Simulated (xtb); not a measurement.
H₇N₃OSn, SMILES [NH2][Sn]([NH2])([NH2])[OH]. All values are semi-empirical tight-binding results from xtb (GFN2-xTB unless named), good for trends rather than for accurate numbers. Coordinates come from a GFN2-xTB optimisation. The structure was generated by enumeration; whether it is a known compound was not checked. One conformer was computed; it need not be the lowest.

Optimised geometry:

```xyz
12

N     -1.2284    -1.5047    -0.5546
Sn     0.0100    -0.0035    -0.0151
N      1.9474    -0.5450     0.1218
N     -0.2324     1.5399    -1.3027
O     -0.4994     0.5014     1.8102
H     -0.9630    -2.3718    -0.1003
H     -1.1718    -1.6887    -1.5492
H      2.5213    -0.0474    -0.5496
H      2.3178    -0.3183     1.0375
H     -1.1750     1.5675    -1.6738
H     -0.0922     2.4290    -0.8352
H     -1.3478     0.1649     2.0940
```
Charge 0, spin multiplicity 1.

For metal compounds this method's bond lengths and energies can be far off.

Computed properties:
```json
{
  "orbital_gap": "4.07 eV",
  "zero_point_energy": "53.0 kcal/mol",
  "G − E(el) at 298.15 K (modified RRHO)": "30.7 kcal/mol"
}
```

**Question.** Give the atomic charges and the Wiberg bond orders between heavy atoms. (The exact figures need the calculation; the answer reports its results.)

**Answer.** charges (e) N1 -0.40, Sn2 0.41, N3 -0.39, N4 -0.40, O5 -0.52, H6 0.17, H7 0.16, H8 0.17, H9 0.17, H10 0.16, H11 0.16, H12 0.30. Bond orders N1–Sn2 0.81, Sn2–N3 0.81, Sn2–N4 0.80, Sn2–O5 0.84.
